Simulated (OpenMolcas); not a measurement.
V2+: effect of correlating more closed shells

| Quantity | Value |
| --- | --- |
| Program | OpenMolcas 26.06 |
| Basis | ANO-RCC-VTZP [6s5p3d2f1g] |
| Scalar Hamiltonian | DKH2, point nucleus |
| Active space | 3 electrons in 6 orbitals (3d 4s) |
| State averaging | 2S+1 = 4 even, 20 roots; 2S+1 = 2 even, 64 roots kept (CI in the orbitals of an earlier block) |
| Spin-orbit coupling | state interaction with AMFI integrals over the reference wave functions, term energies averaged over their components |

Methods on the same reference wave functions:
A. CASSCF
B. MS-CASPT2, IPEA 0.25 Eh, imaginary shift 0.1 Eh (closed shells correlated: none)
C. MS-CASPT2, IPEA 0.25 Eh, imaginary shift 0.1 Eh (closed shells correlated: 3s 3p)

Energies in cm⁻¹ above 3d³ ⁴F_3/2, the measured ground level; measured values from Sugar and Corliss, J. Phys. Chem. Ref. Data 7, 1191 (1978).

| Level | A | B | C | Measured |
| --- | --- | --- | --- | --- |
| 3d³ ⁴F_3/2 | 0.0 | 0.0 | 0.0 | 0.0 |
| 3d³ ⁴F_5/2 | 161 | 162 | 162 | 146 |
| 3d³ ⁴F_7/2 | 383 | 385 | 385 | 342 |
| 3d³ ⁴F_9/2 | 662 | 663 | 663 | 584 |
| 3d³ ⁴P_1/2 | 15320 | 12930 | 11800 | 11514 |
| 3d³ ⁴P_3/2 | 15398 | 13000 | 11870 | 11592 |
| 3d³ ²G_7/2 | 15486 | 13290 | 12160 | 11966 |
| 3d³ ⁴P_5/2 | 15579 | 13190 | 12060 | 11770 |
| 3d³ ²G_9/2 | 15727 | 13530 | 12400 | 12187 |
| 3d³ ²P_1/2 | 20477 | 16150 | 15580 | 15580 |
| 3d³ ²H_9/2 | 20580 | 18410 | 17320 | 16811 |
| 3d³ ²P_3/2 | 20591 | 16250 | 15620 | 15550 |
| 3d³ ²H_11/2 | 20768 | 18600 | 17510 | 16978 |
| 3d³ ²D_3/2(1) | 22310 | 17650 | 16640 | 16330 |
| 3d³ ²D_5/2(1) | 22505 | 17860 | 16770 | 16375 |
| 3d³ ²F_7/2 | 35668 | 30190 | 28120 | 27728 |
| 3d³ ²F_5/2 | 35771 | 30290 | 28220 | 27847 |
| 3d² 4s ⁴F_3/2 | 45676 | 45850 | 46430 | 43942 |
| 3d² 4s ⁴F_5/2 | 45833 | 46000 | 46590 | 44110 |
| 3d² 4s ⁴F_7/2 | 46055 | 46220 | 46810 | 44346 |
| 3d² 4s ⁴F_9/2 | 46341 | 46510 | 47100 | 44647 |
| 3d² 4s ²F_5/2 | 52541 | 50190 | 51320 | 49328 |
| 3d² 4s ²F_7/2 | 52984 | 50630 | 51770 | 49805 |
| 3d³ ²D_5/2(2) | 55819 | 44860 | 43400 | 42267 |

Deviations, from unrounded energies. A percentage is the sum of absolute deviations over the sum of measured energies, with the sign that they share, or ± where signs differ.

```csv
Against measurement,Levels,A,B,C
mean absolute deviation (cm-1),23,4000,1400,820
fine structure of the ground term (%),3,+12.6,+13.0,+13.0
other terms of the ground configuration (%),14,+30.5,+8.5,±2.0
other configurations (%),6,+4.8,+3.3,+5.0
```

C lies closest to measurement on these levels and A furthest from it. The largest miss of C in the table is 3d² 4s ⁴F_3/2, by +2500 cm-1. The ranking rests on the paired levels alone, and a cruder setting can come out closer through cancelling errors.

Between B and C the level of the table that moves most is 3d³ ²F_7/2, by 2100 cm-1 (lowest in C, highest in B). Moves below CASPT2's spread within the term are not significant.

The mean deviations of B to C differ by less than CASPT2's widest spread within a term (1500 cm-1), so their order carries little weight.

From A to B the spin-free energies of the other terms of 3d³ shown, above ⁴F, scale by factors of 0.79 to 0.89, as is usual when dynamic correlation screens the repulsion within a d or f shell.

The lowest spin-free term lies below A's lowest term by 0.025 hartree in B, 0.338 hartree in C.

What an inner shell adds also hangs on whether the basis holds functions to correlate it.

CASPT2 breaks the degeneracy within a term, and the mean is taken; among the terms shown or strongly mixed into the levels shown the widest spread is 1500 cm-1 (3d² 4s ²F, C). Some levels mix across a computed gap that differs much from the measured one, so their mixing is not that of the real levels. Terms from blocks run as CI alone lack orbitals of their own. A single d shell beside an s shell can misplace configurations of different d count against each other. Without dynamic correlation excited terms often stand tens of per cent too high (terms of higher spin than the ground term too low), and those without a measured partner can miss by more than the paired ones (holds for A). The CASPT2 spread within a term exceeds the gap to the next term for 3d³ ⁴P and 3d³ ²G, so the order of their levels is uncertain (holds for C). Computed and measured levels are paired by configuration, term and J; levels that our copy of the source lacks, or whose pairing is in doubt (as where it misses far off the trend of its configuration), stay unpaired and out of the deviations. Levels of configurations outside the active space are missing. Levels that lie high or do not pair safely by name in every column are left out.

A number in round brackets counts repeated terms of one configuration in the order of the reference energies.
